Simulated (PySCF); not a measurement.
Computed beside measured shifts

System: MeSiCl(SeBu)2 (C9H21ClSe2Si), SMILES CCCC[Se][Si](C)(Cl)[Se]CCCC.

Atom-mapped SMILES (hydrogens are numbered by the atom that bears them): [CH3:1][CH2:2][CH2:3][CH2:4][Se:5][Si:6]([CH3:7])([Cl:8])[Se:9][CH2:10][CH2:11][CH2:12][CH3:13]

Computed with GIAO KT3/pcSseg-2, gas phase, PySCF SCF with an in-house response code, fitting set def2-universal-JFIT, grid level 2, non-relativistic, on the PBE0-D3(BJ)/def2-SVP geometry.

One optimised conformer. Values are averaged over the atoms that symmetry or fast rotation interchanges, on this one geometry and without vibrational averaging. Shifts are the reference shielding less the shielding here, at the same level (13C, 1H, 29Si against isolated TMS; 77Se against isolated Me2Se); nuclei without a reference have shieldings only.

Spin-orbit coupling is left out, which matters for the heavier atoms here.

(1) What shifts does this level give for Si6, Se5/9, and how do they compare with measurement?

Answers

(1) 
```json
{"atom": "Si6", "nucleus": "29Si", "computed / ppm": "62.1", "measured / ppm": "20.3", "computed less measured": "41.8", "measured against": "TMS", "medium of the measurement": "solution"}
{"atom": "Se5/9", "nucleus": "77Se", "computed / ppm": "-108.9", "measured / ppm": "-28", "computed less measured": "-80.9", "measured against": "Me2Se", "medium of the measurement": "solution"}
```

Measured values: U. Herzog, Habilitationsschrift, TU Bergakademie Freiberg, 2002/2003.
